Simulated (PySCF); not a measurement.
GeSe (SMILES [Ge]=[Se]), singlet, geometry from GFN2-xTB; B3LYP/aug-cc-pVDZ, polarisability by finite fields (PySCF).

PySCF was given this input:
```python
from pyscf import gto, scf, dft

mol = gto.M(
    atom='''
Ge   -0.00000000   -0.00000000   -1.10899717
Se    0.00000000    0.00000000    1.04376205
''',
    basis='aug-cc-pvdz',
    verbose=4,
)

mf = dft.RKS(mol)
mf.xc = 'b3lyp'
mf.conv_tol = 1e-6
mf.kernel()
h0, z, done = mf.get_hcore(), mol.intor('int1e_r')[2], []
def energy(F):
    f = mf.copy()
    f.scf_summary = {}
    f.get_hcore = lambda *a: h0 + F * z
    e = f.kernel(mf.make_rdm1())
    done.append(f.converged)
    return e
F = 2e-4
alpha = -(energy(F) + energy(-F) - 2 * mf.e_tot) / F**2
print('alpha_zz =', alpha)
```

Output, abridged:

```
PySCF version 2.14.0

[INPUT] verbose = 4
[INPUT] num. atoms = 2
[INPUT] num. electrons = 66
[INPUT] charge = 0
[INPUT] spin (= nelec alpha-beta = 2S) = 0
[INPUT] symmetry False subgroup None
[INPUT] Mole.unit = angstrom
[INPUT] Symbol           X                Y                Z      unit          X                Y                Z       unit  Magmom
[...]
nuclear repulsion = 267.445053832337
number of shells = 18
number of NR pGTOs = 172
number of NR cGTOs = 72
basis = aug-cc-pvdz
ecp = {}

******** <class 'pyscf.dft.rks.RKS'> ********
method = RKS
initial guess = minao
damping factor = 0
level_shift factor = 0
DIIS = <class 'pyscf.scf.diis.CDIIS'>
diis_start_cycle = 1
diis_space = 8
diis_damp = 0
SCF conv_tol = 1e-06
SCF conv_tol_grad = None
SCF max_cycles = 50
direct_scf = True
direct_scf_tol = 1e-13
XC library pyscf.dft.libxc version 7.1.2
    S. Lehtola, C. Steigemann, M. J. T. Oliveira, and M. A. L. Marques,  SoftwareX 7, 1–5 (2018)
XC functionals = b3lyp
    P. J. Stephens, F. J. Devlin, C. F. Chabalowski, and M. J. Frisch,  J. Phys. Chem. 98, 11623 (1994)
radial grids:
    Treutler-Ahlrichs [JCP 102, 346 (1995); DOI:10.1063/1.469408] (M4) radial grids

becke partition: Becke, JCP 88, 2547 (1988); DOI:10.1063/1.454033
pruning grids: <function nwchem_prune>
grids dens level: 3
symmetrized grids: False
atomic radii adjust function: <function treutler_atomic_radii_adjust>
small_rho_cutoff = 0
Set gradient conv threshold to 0.001
Initial guess from minao.
tot grids = 41064
init E= -4477.25593900894
[...]
cycle= 1 E= -4478.54606812484  delta_E= -1.29  |g|= 0.411  |ddm|= 1.26
[...]
cycle= 2 E= -4477.62524294628  delta_E= 0.921  |g|= 1.49  |ddm|= 1.88
[...]
cycle= 3 E= -4478.62346162734  delta_E= -0.998  |g|= 0.0449  |ddm|= 1.41
[...]
cycle= 4 E= -4478.62382101433  delta_E= -0.000359  |g|= 0.0219  |ddm|= 0.0661
[...]
cycle= 5 E= -4478.62402526866  delta_E= -0.000204  |g|= 0.00643  |ddm|= 0.0205
[...]
cycle= 6 E= -4478.62404387643  delta_E= -1.86e-05  |g|= 0.0013  |ddm|= 0.00646
[...]
cycle= 7 E= -4478.62404446936  delta_E= -5.93e-07  |g|= 0.000292  |ddm|= 0.00104
[...]
Extra cycle  E= -4478.6240442029  delta_E= 2.66e-07  |g|= 0.000852  |ddm|= 0.00115
converged SCF energy = -4478.6240442029

******** <class 'pyscf.dft.rks.RKS'> ********
method = RKS
initial guess = minao
damping factor = 0
level_shift factor = 0
DIIS = <class 'pyscf.scf.diis.CDIIS'>
diis_start_cycle = 1
diis_space = 8
diis_damp = 0
SCF conv_tol = 1e-06
SCF conv_tol_grad = None
[...]
radial grids:
    Treutler-Ahlrichs [JCP 102, 346 (1995); DOI:10.1063/1.469408] (M4) radial grids

becke partition: Becke, JCP 88, 2547 (1988); DOI:10.1063/1.454033
pruning grids: <function nwchem_prune>
grids dens level: 3
symmetrized grids: False
atomic radii adjust function: <function treutler_atomic_radii_adjust>
small_rho_cutoff = 0
Overwritten attributes  get_hcore  of <class 'pyscf.dft.rks.RKS'>
Set gradient conv threshold to 0.001
init E= -4478.62389345403
[...]
cycle= 1 E= -4478.62387866278  delta_E= 1.48e-05  |g|= 0.00637  |ddm|= 0.00893
[...]
cycle= 2 E= -4478.62375211761  delta_E= 0.000127  |g|= 0.0185  |ddm|= 0.0253
[...]
cycle= 3 E= -4478.62389647817  delta_E= -0.000144  |g|= 0.000282  |ddm|= 0.0184
[...]
cycle= 4 E= -4478.62389651844  delta_E= -4.03e-08  |g|= 1.77e-05  |ddm|= 0.000325
[...]
Extra cycle  E= -4478.62389651841  delta_E= 2.73e-11  |g|= 1.89e-05  |ddm|= 4.07e-05
converged SCF energy = -4478.62389651841

******** <class 'pyscf.dft.rks.RKS'> ********
method = RKS
initial guess = minao
damping factor = 0
level_shift factor = 0
DIIS = <class 'pyscf.scf.diis.CDIIS'>
diis_start_cycle = 1
diis_space = 8
diis_damp = 0
SCF conv_tol = 1e-06
SCF conv_tol_grad = None
SCF max_cycles = 50
direct_scf = True
direct_scf_tol = 1e-13
XC library pyscf.dft.libxc version 7.1.2
    S. Lehtola, C. Steigemann, M. J. T. Oliveira, and M. A. L. Marques,  SoftwareX 7, 1–5 (2018)
XC functionals = b3lyp
    P. J. Stephens, F. J. Devlin, C. F. Chabalowski, and M. J. Frisch,  J. Phys. Chem. 98, 11623 (1994)
radial grids:
    Treutler-Ahlrichs [JCP 102, 346 (1995); DOI:10.1063/1.469408] (M4) radial grids

becke partition: Becke, JCP 88, 2547 (1988); DOI:10.1063/1.454033
pruning grids: <function nwchem_prune>
grids dens level: 3
symmetrized grids: False
atomic radii adjust function: <function treutler_atomic_radii_adjust>
small_rho_cutoff = 0
Set gradient conv threshold to 0.001
init E= -4478.62419495178
[...]
cycle= 1 E= -4478.6241948449  delta_E= 1.07e-07  |g|= 0.00151  |ddm|= 0.00369
[...]
cycle= 2 E= -4478.6241870893  delta_E= 7.76e-06  |g|= 0.00454  |ddm|= 0.0063
[...]
cycle= 3 E= -4478.62419596499  delta_E= -8.88e-06  |g|= 0.000232  |ddm|= 0.00442
[...]
cycle= 4 E= -4478.62419599106  delta_E= -2.61e-08  |g|= 2.73e-05  |ddm|= 0.000257
[...]
Extra cycle  E= -4478.62419599012  delta_E= 9.44e-10  |g|= 5.51e-05  |ddm|= 8.58e-05
converged SCF energy = -4478.62419599012
alpha_zz = 102.56794666929636
```
